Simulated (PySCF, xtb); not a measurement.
Cl3HHfS, SMILES [SH][Hf]([Cl])([Cl])[Cl], multiplicity 1. One conformer was computed; it need not be the lowest.

Harmonic wavenumbers (cm⁻¹) from GFN2-xTB (xtb) at its own minimum, in rising order: 14, 37, 53, 73, 80, 106, 217, 281, 296, 303, 537, 2392.

**Question.** What does PySCF with PBE-D3(BJ)/def2-SVP give at its own minimum? (An estimate is asked for; the answer gives what the named calculation found.)

**Answer.** 74, 83, 91, 95, 97, 142, 350, 368, 381, 386, 486, 2586. Paired by order, the mean absolute difference is 71 cm⁻¹ and the zero-point energies are 6.3 and 7.3 kcal/mol.
